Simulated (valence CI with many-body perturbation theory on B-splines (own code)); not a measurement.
Energy levels of Bi51+

Method: valence CI with perturbative core correlation (CI+MBPT): four valence electrons over a frozen Dirac-Fock core [Ar] 3d10, radial functions for each j: 11 s, 11 p, 10 d, 8 f, 5 g, 2 h, with the one-electron correlation potential Σ1, the two-electron term Σ2, the three-electron term Σ3, Breit, model QED; selected CI, second order for the rest, scaled by the run's own slope (own B-spline code, finite nucleus).

No measured spectrum was set against this ion. As an estimate, large intervals hold to a few tenths of a per cent, small ones and those within an open d or f shell to about a per cent. Among the levels kept, up to 400 cm⁻¹ of a level comes from second order outside the variational space, and about a tenth of that is noise between levels of different J, which matters for small intervals.

Levels 46 to 90 of 182, with energies above the lowest level, (4s^2 4p1/2^2) J=0. "Leading %" is the weight of the configuration and term that name the level; weights of strongly mixed levels are sums over their largest components and can fall short. In the jj column 3d3/2^4 stands for four electrons in 3d with j = 3/2. Lifetimes count E1, E2, E3, M1 and M2 decay at the calculated energies, and are blank where another channel may lead or the interval is too uncertain; long ones can be off by a factor of two.

```csv
No.,Configuration,Term,J,E (eV),Leading %,g,Second component,Lifetime,Leading jj
46,4s4p²4d,³D,1,671.97,38,1.070,17 % 4s4p²4d ⁵P,480 fs,4s 4p1/2 4p3/2 4d3/2 (95 %)
47,4s4p²4d,³G,3,673.78,45,0.935,21 % 4s4p²4d ¹F,502 fs,4s 4p1/2 4p3/2 4d3/2 (93 %)
48,4s4p³,¹P°,1,676.66,37,1.189,24 % 4s4p³ ³S°,320 fs,4s 4p3/2^3 (97 %)
49,4s4p²4d,⁵D,4,678.00,48,1.392,34 % 4s4p²4d ⁵F,121 ps,4s 4p1/2 4p3/2 4d5/2 (99 %)
50,4s4p²4d,³D,1,685.30,50,0.955,16 % 4s4p²4d ³P,267 fs,4s 4p1/2 4p3/2 4d3/2 (85 %)
51,4s4p²4d,³G,5,689.96,59,1.274,40 % 4s4p²4d ⁵F,47.2 ps,4s 4p1/2 4p3/2 4d5/2 (98 %)
52,4s4p²4d,³P,0,690.25,75,,11 % 4s4p²4d ¹S,275 fs,4s 4p1/2 4p3/2 4d3/2 (84 %)
53,4s4p²4d,³P,2,690.86,33,1.250,21 % 4s4p²4d ³F,749 fs,4s 4p1/2 4p3/2 4d5/2 (78 %)
54,4s4p²4d,³F,2,691.60,29,1.109,15 % 4s4p²4d ¹D,275 fs,4s 4p1/2 4p3/2 4d3/2 (71 %)
55,4s4p²4d,³F,3,697.84,41,1.246,15 % 4s4p²4d ³D,1.48 ps,4s 4p1/2 4p3/2 4d5/2 (93 %)
56,4s4p²4d,³P,1,703.14,44,1.178,24 % 4s4p²4d ³D,1.04 ps,4s 4p1/2 4p3/2 4d5/2 (80 %)
57,4s4p²4d,³D,3,703.32,59,1.293,15 % 4s4p²4d ³F,1.02 ps,4s 4p1/2 4p3/2 4d5/2 (92 %)
58,4s4p²4d,¹G,4,705.81,45,1.151,32 % 4s4p²4d ³F,2.06 ps,4s 4p1/2 4p3/2 4d5/2 (91 %)
59,4s4p²4d,¹D,2,705.88,36,1.114,14 % 4s4p²4d ³F,1.29 ps,4s 4p1/2 4p3/2 4d5/2 (88 %)
60,4s4p²4d,³D,3,712.05,40,1.231,26 % 4s4p²4d ³F,560 fs,4s 4p1/2 4p3/2 4d5/2 (95 %)
61,4s4p²4d,³F,4,713.45,50,1.162,33 % 4s4p²4d ³G,755 fs,4s 4p1/2 4p3/2 4d5/2 (92 %)
62,4s4p²4d,³D,1,714.34,42,0.882,25 % 4s4p²4d ¹P,1.02 ps,4s 4p1/2 4p3/2 4d5/2 (95 %)
63,4s4p²4d,³P,1,721.36,31,1.360,29 % 4s4p²4d ³S,808 fs,4s 4p1/2 4p3/2 4d5/2 (96 %)
64,4s4p²4d,³P,0,722.36,47,,42 % 4s4p²4d ¹S,824 fs,4s 4p1/2 4p3/2 4d5/2 (88 %)
65,4s4p²4d,³D,2,722.74,44,1.163,23 % 4s4p²4d ¹D,625 fs,4s 4p1/2 4p3/2 4d5/2 (94 %)
66,4s4p²4d,¹F,3,724.39,42,1.061,17 % 4s4p²4d ³F,526 fs,4s 4p1/2 4p3/2 4d5/2 (92 %)
67,4s4p²4d,³P,2,727.04,40,1.169,18 % 4s4p²4d ³F,421 fs,4s 4p1/2 4p3/2 4d5/2 (92 %)
68,4s4p²4f,³F°,2,731.10,42,0.632,36 % 4s4p²4f ⁵G°,1.87 ps,4s 4p1/2^2 4f5/2 (98 %)
69,4s4p²4f,³F°,3,731.64,28,1.070,15 % 4s4p²4f ⁵G°,2.78 ps,4s 4p1/2^2 4f5/2 (94 %)
70,4s4p²4f,³F°,4,743.50,36,1.263,20 % 4s4p²4f ⁵D°,3.63 ps,4s 4p1/2^2 4f7/2 (98 %)
71,4s²4d²,³F,2,746.01,65,0.792,21 % 4s²4d² ¹D,181 fs,4s^2 4d3/2^2 (88 %)
72,4s4p²4f,³G°,3,746.86,26,1.006,20 % 4s4p²4f ¹F°,3.22 ps,4s 4p1/2^2 4f7/2 (94 %)
73,4s²4d²,³P,0,755.90,64,,26 % 4s²4d² ¹S,182 fs,4s^2 4d3/2^2 (89 %)
74,4s²4d²,³F,3,776.46,72,1.064,9 % 4s²4p4f ³F,405 fs,4s^2 4d3/2 4d5/2 (72 %)
75,4s²4d²,¹G,4,778.21,50,1.047,18 % 4s²4p4f ³G,485 fs,4s^2 4d3/2 4d5/2 (64 %)
76,4s²4d²,³P,2,781.66,35,1.113,25 % 4s²4d² ¹D,352 fs,4s^2 4d3/2 4d5/2 (77 %)
77,4s²4d²,³P,1,784.94,90,1.508,,312 fs,4s^2 4d3/2 4d5/2 (90 %)
78,4p³4d,³F°,2,787.59,30,1.020,21 % 4p³4d ³D°,1.50 ps,4p1/2^2 4p3/2 4d3/2 (92 %)
79,4s²4p4f,³F,3,788.23,30,0.998,25 % 4s²4p4f ¹F,881 fs,4s^2 4p3/2 4f5/2 (71 %)
80,4p³4d,³P°,0,791.64,59,,24 % 4p³4d ⁵D°,1.29 ps,4p1/2^2 4p3/2 4d3/2 (94 %)
81,4s²4p4f,³D,2,791.71,38,0.992,34 % 4s²4p4f ³F,1.39 ps,4s^2 4p3/2 4f5/2 (74 %)
82,4p⁴,³P,1,793.25,58,1.105,34 % 4s²4p4f ³D,468 fs,4p1/2 4p3/2^3 (58 %)
83,4s²4p4f,³F,4,793.55,58,1.169,24 % 4s²4p4f ³G,2.24 ps,4s^2 4p3/2 4f7/2 (63 %)
84,4s²4p4f,³D,1,794.10,61,0.836,33 % 4p⁴ ³P,613 fs,4s^2 4p3/2 4f5/2 (61 %)
85,4p⁴,¹D,2,794.11,55,1.122,24 % 4p⁴ ³P,372 fs,4p1/2 4p3/2^3 (79 %)
86,4p³4d,³D°,1,794.52,32,1.113,27 % 4p³4d ³P°,1.02 ps,4p1/2^2 4p3/2 4d3/2 (95 %)
87,4p³4d,³F°,3,796.83,26,1.100,18 % 4p³4d ³G°,805 fs,4p1/2^2 4p3/2 4d3/2 (88 %)
88,4s²4p4f,³D,3,800.33,43,1.167,31 % 4s²4p4f ¹F,3.24 ps,4s^2 4p3/2 4f7/2 (93 %)
89,4s²4p4f,³G,5,800.73,96,1.200,,2.77 ps,4s^2 4p3/2 4f7/2 (96 %)
90,4s²4d²,³F,4,802.13,48,1.143,32 % 4s²4p4f ¹G,950 fs,4s^2 4p3/2 4f5/2 (36 %)
```

Where two levels of one J and parity lie close, their mixing, g and order are uncertain.
